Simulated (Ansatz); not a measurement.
C2H6ClInO, SMILES `C[CH2][In]([OH])[Cl]` at its PBE0-D4/def2-TZVP geometry, where that method's forces vanish. Total charge 0; spin multiplicity 1. In takes the def2 core potential.

```xyz
11

C     0.9508    1.2668   -0.6957
C     0.8372    0.0009    0.1385
In   -1.1779   -0.7277    0.2963
O    -1.9683   -2.2922    1.2141
Cl   -2.8980    0.4388   -0.7681
H     0.6011    1.1147   -1.7186
H     0.3630    2.0859   -0.2769
H     1.9914    1.6015   -0.7494
H     1.4296   -0.8164   -0.2802
H     1.1912    0.1546    1.1608
H    -1.3202   -2.8267    1.6792
```

**Question.** What forces (eV/Å) does PBE-D4/def2-TZVPP give on these atoms in Ansatz? (Estimate.)

**Answer.** The calculation gave: 
```
C1  -0.031 -0.016  0.006
C2   0.112  0.084 -0.038
In3  0.221  0.129 -0.051
O4  -0.612 -0.135 -0.010
Cl5 -0.218  0.138 -0.128
H6  -0.065 -0.019 -0.203
H7  -0.110  0.167  0.074
H8   0.211  0.071 -0.013
H9   0.088 -0.179 -0.076
H10  0.042  0.013  0.210
H11  0.363 -0.252  0.229
```
